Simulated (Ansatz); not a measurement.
Consider the atomization: `F[SiH](F)[SiH2]Cl` → Cl• + 2 F• + 3 H• + 2 Si•.

Isolated molecules relaxed with PBE0-D4/def2-TZVP in Ansatz; ΔE leaves out vibrations. CCSD(T)/CBS is the MP2 limit (def2-TZVPP, def2-QZVPP) plus CCSD(T) − MP2 in def2-TZVPP, frozen cores. This one scheme is used for every species, atoms too. For atomizations the MP2-based limit and the directly extrapolated one differ by several kJ/mol either way, and by 10 to 25 for some Ge, Se and Sn compounds, so smaller differences from it don't rank the levels. DFT in def2-TZVPP. Open shells (•) are unrestricted, without spin–orbit coupling. Spin–orbit coupling would lower the free atoms: a little for Cl, F, Si. One conformer a species, not always the lowest.

```tsv
level	ΔE (kJ/mol)
r2SCANh	2760.7
SCS-MP2/def2-QZVPP	2809.7
```

What does CCSD(T)/CBS give? (Estimate.)

Computed: +2797.4 kJ/mol. The listed levels differ from it by -36.7, 12.3 kJ/mol.

What do rigid-rotor, harmonic-oscillator terms from PBE0-D4/def2-TZVP frequencies (298.15 K, 1 bar) make of the CCSD(T)/CBS value? (Best estimate.)

Ansatz gave: ΔZPE = -89.1 kJ/mol, ΔH = +2736.5 kJ/mol, ΔS = 804 J/(mol·K), ΔG = +2496.9 kJ/mol. Open shells count their whole term as degenerate. Modes under 50 cm⁻¹ make the entropy rough.

Largest T1 diagnostic among the species: 0.012.

The D4 term adds +32.1 kJ/mol with B3LYP and +16.8 kJ/mol with PBE0; it sums over pairs of atoms, weighted by their polarisabilities, and B3LYP, whose exchange is more repulsive, gets the larger term. From r2SCAN to r2SCAN0 (25 % exact exchange), in def2-TZVPP and without D4, ΔE moves by −50.9 kJ/mol: exact exchange takes away binding that semilocal exchange gives to molecules.

B3LYP here is the variant with VWN-RPA as its local correlation; programs differ in this.
